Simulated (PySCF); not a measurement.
Si(Me)4, SMILES C[Si](C)(C)C, singlet, GFN2-xTB optimised geometry.

```
17

C     -0.93    -1.57     1.56
Si    -0.29    -0.67     0.00
C     -0.93     1.13     0.00
C      1.62    -0.67     0.00
C     -0.93    -1.57    -1.56
H     -0.58    -1.08     2.47
H     -0.58    -2.60     1.59
H     -2.01    -1.58     1.59
H     -0.59     1.67    -0.88
H     -0.58     1.68     0.87
H     -2.01     1.17     0.00
H      2.01    -0.15     0.87
H      2.01    -1.68     0.01
H      2.01    -0.17    -0.88
H     -0.58    -2.60    -1.59
H     -2.01    -1.58    -1.59
H     -0.58    -1.08    -2.47
```

Density from CAM-B3LYP/def2-SVP in PySCF at that geometry.

Minimum of the electron density along straight lines between bonded atoms, close to the bond critical point (lines longer than 1.1 times the sum of covalent radii, or with two minima, are not listed):

```csv
bond,length / Å,ρ at the minimum / e bohr⁻³,∇²ρ there / e bohr⁻⁵,position (fraction from the first atom)
C1–Si2,1.909,0.110,0.31,0.62
Si2–C3,1.909,0.110,0.31,0.38
Si2–C4,1.909,0.110,0.31,0.38
Si2–C5,1.909,0.110,0.31,0.38
C1–H6,1.086,0.272,-0.98,0.63
C1–H7,1.086,0.272,-0.98,0.63
C1–H8,1.086,0.272,-0.98,0.63
C3–H9,1.086,0.272,-0.98,0.63
C3–H10,1.086,0.272,-0.98,0.63
C3–H11,1.086,0.272,-0.98,0.63
C4–H12,1.086,0.272,-0.98,0.63
C4–H13,1.086,0.272,-0.98,0.63
C4–H14,1.086,0.272,-0.98,0.63
C5–H15,1.086,0.272,-0.98,0.63
C5–H16,1.086,0.272,-0.98,0.63
C5–H17,1.086,0.272,-0.98,0.63
```
